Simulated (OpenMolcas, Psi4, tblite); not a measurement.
# SnNH4Cl (SMILES [NH2][SnH2][Cl]): the HOMO–LUMO gap, rung by rung

The species is SnNH4Cl (7 atoms), meant as a singlet with charge 0. SMILES: `[NH2][SnH2][Cl]`. The coordinates come from a PBE0-D4/def2-TZVP relaxation. This is one conformer, not always the lowest.

Each level gives the HOMO–LUMO gap (eV). The values are calculated.

```
                           level            kind     program  value (eV)
                        GFN2-xTB  semi-empirical      tblite        4.19
                       IPEA1-xTB  semi-empirical      tblite        5.55
    HF/def2-SVP (core potential)    Hartree–Fock        Psi4       14.08
 SVWN5/def2-SVP (core potential)             LDA  OpenMolcas        4.79
  BLYP/def2-SVP (core potential)             GGA  OpenMolcas        4.76
r2SCAN/def2-SVP (core potential)        meta-GGA  OpenMolcas        5.48
 B3LYP/def2-SVP (core potential)   global hybrid  OpenMolcas        6.72
B2PLYP/def2-SVP (core potential)   double hybrid  OpenMolcas        9.90
```

The values span 4.19 to 14.08 eV. Orbital gaps aren't excitation energies, and those of double hybrids come from the SCF part alone; they tend to grow with the share of exact exchange.
